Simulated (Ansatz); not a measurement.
Total energies of `C#CCCCCCCCCCC` from Ansatz at PBE0-D4/def2-SVP, gas phase (1 Eh = 27.2114 eV = 2625.5 kJ/mol). The reference geometry is relaxed at r2SCAN-D4/def2-SVP.

```xyz
34

C    -5.396    1.609   -1.638
C    -4.477    1.674   -0.846
C    -3.361    1.776    0.085
C    -2.292    2.789   -0.358
C    -1.182    2.987    0.677
C    -0.404    1.725    1.062
C     0.281    1.021   -0.107
C     1.149   -0.159    0.324
C     1.838   -0.862   -0.844
C     2.787   -1.991   -0.441
C     2.112   -3.186    0.232
C     3.084   -4.321    0.540
H    -6.214    1.545   -2.332
H    -2.908    0.776    0.209
H    -3.745    2.059    1.084
H    -2.783    3.757   -0.555
H    -1.870    2.462   -1.324
H    -1.619    3.431    1.590
H    -0.473    3.739    0.284
H    -1.070    1.009    1.580
H     0.361    2.002    1.811
H     0.903    1.752   -0.660
H    -0.475    0.663   -0.831
H     1.917    0.193    1.041
H     0.523   -0.878    0.884
H     1.069   -1.259   -1.535
H     2.402   -0.109   -1.426
H     3.569   -1.589    0.232
H     3.322   -2.349   -1.341
H     1.622   -2.862    1.168
H     1.300   -3.556   -0.422
H     3.562   -4.697   -0.381
H     3.889   -3.983    1.213
H     2.579   -5.171    1.025
```

| state | geometry | energy (Eh) |
| --- | --- | --- |
| charge 0 singlet | reference | -469.57722 |
| charge 1 doublet | reference | -469.22873 |
| charge 1 doublet | relaxed at r2SCAN-D4/def2-SVP | -469.23346 |
| charge -1 doublet | reference | -469.48169 |
| charge -1 doublet | relaxed at r2SCAN-D4/def2-SVP | -469.50528 |
| free C atom (triplet) | – | -37.76066 |
| free H atom (doublet) | – | -0.50029 |

Work out the vertical ionisation energy to the doublet.

E(charge 1 doublet) − E(charge 0 singlet) = -469.22873 − (-469.57722) = 0.34849 Eh = 9.48 eV. For comparison, −ε of the highest occupied level is 7.49 eV at this level, 1.99 eV less.

Work out the vertical electron affinity, to the doublet.

E(charge 0 singlet) − E(charge -1 doublet) = -469.57722 − (-469.48169) = -0.09553 Eh = -2.60 eV; negative, so the extra electron isn't bound. The basis lacks diffuse functions, which makes affinities too small.

Give the fundamental gap IE − EA, the Mulliken electronegativity (IE + EA)/2 and the hardness (IE − EA)/2.

From the values in Eh: IE − EA = 0.34849 − (-0.09553) = 0.44402 Eh = 12.08 eV; (IE + EA)/2 = 3.44 eV; (IE − EA)/2 = 6.04 eV. The HOMO–LUMO gap of the same run is 8.82 eV, 3.26 eV smaller than the fundamental gap.

How much does the charge 1 doublet relax, and what is the adiabatic ionisation energy?

Relaxation: -469.22873 − (-469.23346) = 0.00473 Eh = 0.13 eV. Adiabatic ionisation energy: 0.34376 Eh = 9.35 eV, without zero-point energy. 

How much does the charge -1 doublet relax, and what is the adiabatic electron affinity?

Relaxation: -469.48169 − (-469.50528) = 0.02359 Eh = 0.64 eV. Adiabatic electron affinity: -0.07194 Eh = -1.96 eV, without zero-point energy. 

What is the binding energy per atom against free atoms?

Atoms: 12 × (-37.76066) + 22 × (-0.50029) = -464.13430 Eh. Binding: -464.13430 − (-469.57722) = 5.44292 Eh = 148.11 eV, or 4.36 eV for each of 34 atoms (no zero-point energy, no counterpoise term).

At PBE0-D4/def2-SVP the highest occupied level of the charge -1 doublet lies above zero (up to 3.83 eV). By energy differences it is unbound by 2.60 eV (vertical, to the charge 0 singlet, at PBE0-D4/def2-SVP) and held by the finite basis. At PBE0-D4/def2-SVP the highest occupied level of the relaxed charge -1 doublet lies above zero (up to 2.22 eV). By energy differences, losing it releases 1.96 eV (each at its own geometry, to the charge 0 singlet, at PBE0-D4/def2-SVP).
